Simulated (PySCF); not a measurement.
CuH₄OP, SMILES [Cu](<-[PH3])[OH], multiplicity 1.

The structure is a stationary point at PBE0-D3(BJ)/def2-SVP. The spin state was assumed, not searched. The structure was generated by enumeration; whether it is a known compound was not checked. The values are those of a single conformer.

Two levels are set side by side: PBE/def2-TZVPD (PySCF) and ωB97X/def2-TZVPD (PySCF). Same geometry, gas phase. Differences are taken from unrounded values.

| quantity | ωB97X |
|---|---|
| orbital gap (eV) | 9.93 |
| highest occupied level (eV) | -8.85 |
| lowest empty level (eV) | 1.08 |
| dipole moment (D) | 6.48 |
| mean polarisability (bohr³) | 56.3 |

Question: What does PBE give, and how far is it from ωB97X? (Estimate from the structure and the level; the computed values follow.)

Answer: 
```csv
quantity,PBE,PBE minus ωB97X
orbital gap (eV),3.42,-6.51
highest occupied level (eV),-5.07,3.78
lowest empty level (eV),-1.65,-2.73
dipole moment (D),5.54,-0.94
mean polarisability (bohr³),64.4,8.1
```

Without exact exchange PBE keeps part of each electron's self-repulsion, which lifts occupied levels and narrows the gap. PBE's more diffuse valence density responds more strongly to a field. Differences between two approximate levels are no errors against the true value.

Rough cost on one machine, each run with all the roots and properties that it gave: ωB97X against PBE within a factor of 2.
